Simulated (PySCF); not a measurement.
Compound: C6H15OPSi.
Numbering: `[CH3:1][Si@H:2]1[CH2:3][CH2:4][P@@:5]([CH3:6])(=[O:7])[CH2:8][CH2:9]1`

Structure used (GFN2-xTB), in Å, numbered top down from 1:
```
atom  x, y, z in Å
C1     3.3309   -0.5535   -0.4427
Si2    1.6444   -0.1819    0.3367
C3     0.8807    1.3817   -0.4303
C4    -0.5269    1.5944    0.1066
P5    -1.5526    0.1594   -0.4009
C6    -3.2271    0.5103    0.2627
O7    -1.5430   -0.0794   -1.8504
C8    -0.9407   -1.2694    0.5752
C9     0.4451   -1.6320    0.0628
H10    4.0180    0.2690   -0.2807
H11    3.7704   -1.4408   -0.0018
H12    3.2537   -0.7166   -1.5129
H13    1.7754    0.0380    1.7958
H14    0.8100    1.2579   -1.5131
H15    1.4920    2.2679   -0.2493
H16   -0.5312    1.7021    1.1919
H17   -0.9908    2.4836   -0.3334
H18   -3.6161    1.3846   -0.2568
H19   -3.2200    0.6865    1.3339
H20   -3.8648   -0.3406    0.0286
H21   -0.9259   -1.0271    1.6383
H22   -1.6512   -2.0872    0.4148
H23    0.3625   -1.8378   -1.0066
H24    0.7956   -2.5496    0.5391
```

NICS = −σ at a ghost point: NICS(0) at the centroid of the ring atoms, NICS(1) 1 Å to either side along the normal of their mean plane, zz for the tensor component along that normal. Level: GIAO PBE0/pcSseg-1 (PySCF, non-relativistic, gas phase) on the GFN2-xTB geometry, one conformer.

Ring bond lengths (Å), with Mayer bond orders in brackets: Si2–C3 1.902 (0.90), C3–C4 1.521 (1.03), C4–P5 1.835 (0.91), P5–C8 1.835 (0.91), C8–C9 1.521 (1.03), C9–Si2 1.902 (0.90).

Problem. Give the NICS values of each ring in ppm.

Solution. 
```
              ring                                                    type  NICS(0)  NICS(1), two faces  NICS(1)zz, two faces  rms pucker (Å)  centre to ring atoms, mean (Å)
Si2–C3–C4–P5–C8–C9  6-membered ring with P and Si; formal bonds all single     -1.4         -1.8 / -2.0             5.9 / 4.2            0.30                            1.67
```

Problem. What do they say, and how far can they be read as aromaticity?

Solution. 
- Si2–C3–C4–P5–C8–C9: mean NICS(1)zz 5.0 ppm, deshielded. Si2, C3, C4, P5, C8, C9 have four or more neighbours, and the NICS criterion for π rings isn't applied.

Problem. What is the mean of the two in-plane components of NICS at the first NICS(1) probe listed for ring Si2–C3–C4–P5–C8–C9, 1 Å off the ring?

Solution. The isotropic value is a third of the trace: (3 × -1.8 − (5.9))/2 = -5.7 ppm.

Problem. Give the inner angles of the rings and the Hirshfeld charges of the ring atoms.

Solution. 
- Si2–C3–C4–P5–C8–C9: Si2 108.4° (+0.371 e), C3 110.1° (-0.161 e), C4 108.1° (-0.115 e), P5 106.0° (+0.435 e), C8 108.1° (-0.115 e), C9 110.1° (-0.162 e); sum 650.8° against 720° for a flat convex ring.

Problem. What are the shieldings of the ring atoms and their hydrogens in the same run (means over atoms taken as equivalent)?

Solution. 
```tsv
atoms	environment	σ isotropic (ppm)	principal values of the symmetric part, first atom (ppm)
Si2	SiH silicon	367.9	357.8, 365.1, 380.8
C3 (×2)	sp3 carbon bound to silicon	179.5	171.3, 179.8, 187.3
C4 (×2)	sp3 carbon bound to phosphorus	156.3	147.4, 150.8, 170.8
P5	phosphoryl phosphorus	311.9	229.2, 234.7, 471.8
H13	Si–H hydrogen	27.51	24.6, 25.7, 32.2
H14 (×2)	methylene hydrogen	30.06	26.0, 29.7, 34.5
H15 (×2)	methylene hydrogen	30.74	24.8, 28.9, 38.5
H16 (×2)	methylene hydrogen	30.44	27.2, 29.5, 34.6
H17 (×2)	methylene hydrogen	29.71	24.4, 28.6, 36.1
```

The run took 63 s wall on an Arm Neoverse V1 with one thread, shared host with 32 logical CPUs at a one-minute load of 11, and the process peaked at 1.1 GiB of memory. This is the whole shielding run at PBE0/pcSseg-1, SCF included.
